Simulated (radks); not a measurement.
Results of a calculation; reference values are marked as such.
Problem. Ionisation of Sb3+, [Kr] 4d10 5s2, to Sb4+, [Kr] 4d10 5s1, under several functionals. Dirac Kohn-Sham, spin-unpolarised, spherical densities, point nucleus; a radial shooting solver on a logarithmic mesh with Libxc functionals. Known Delta-SCF values: RPBE 44.059 eV; exchange-only B88 43.441 eV. What does LDA (Slater exchange, VWN5 correlation) give, and what is its highest occupied eigenvalue?

Solution. 44.814 eV by Delta-SCF; the 5s1/2 eigenvalue is -39.388 eV. NIST: 43.80 eV (measured).

Beside tabulated values, note that spin-unpolarised runs miss the spin-polarisation part of the exchange energy of open shells.
